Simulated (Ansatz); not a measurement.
**Question.** Name a neutral molecule of C, Cl, O, Si and H with LUMO energy (PBE/def2-TZVPP) between -1.75 and -1.45 eV and size of the dipole moment (ωB97M-V/def2-TZVPP) between 1.95 and 2.25 D (Ansatz, PBE0-D4/def2-TZVP geometry).

**Answer.** `CO[SiH2][SiH2]Cl` (-1.67 eV, 2.25 D). Other molecules can fit too; these were computed, each in one conformer that needn't be the lowest.
